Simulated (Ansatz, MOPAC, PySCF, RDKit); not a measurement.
SiH4 (SMILES [SiH4]) and CHN (SMILES C#N) are pulled apart as rigid monomers along the line of their centres of mass, from the B3LYP-D3(BJ)/def2-TZVP minimum. Starting geometry (charge 0, multiplicity 1):
```xyz
8

Si     0.147     0.140     0.025
H     -0.521     1.420     0.343
H     -0.599    -0.965     0.679
H      1.533     0.150     0.543
H      0.150    -0.086    -1.436
C     -0.453    -0.446     3.899
N     -0.152     0.153     4.828
H     -0.730    -0.998     3.028
```

Interaction energies with rigid monomers; basis-set methods are counterpoise corrected unless marked otherwise.

Rows in 6-31G* carry no dispersion term and start afresh at each structure (6-31G* with six Cartesian d functions). The state that AM1 reach isn't checked.

Codes used: Ansatz (Gaussian orbitals); MOPAC for AM1 (differences of heats of formation); PySCF for 6-31G* rows, the dispersion terms; RDKit for the force fields. Values without a source in brackets are computed.

| H3···H8 (Å) | MMFF94 (kcal/mol) | AM1 (kcal/mol) | HF/6-31G* (no counterpoise) (kcal/mol) | B3LYP/6-31G* (kcal/mol) | PBE0-D3(BJ)/def2-TZVPPD (kcal/mol) |
|---|---|---|---|---|---|
| 2.12 | 1.83 | 0.59 | 0.97 | 0.65 | -0.74 |
| 2.35 | 0.44 | 0.12 | 0.20 | 0.13 | -0.95 |
| 2.70 | -0.16 | -0.09 | -0.15 | ? | -0.82 |
| 3.29 | -0.19 | ? | -0.14 | -0.03 | -0.46 |
| 4.23 | -0.07 | -0.02 | -0.04 | -0.01 | -0.15 |

Problem. Fill in the missing entries.

Solution. 
- 3.29, AM1 (kcal/mol): -0.04
- 2.70, B3LYP/6-31G* (kcal/mol): -0.05

Ansatz is an electronic-structure program.
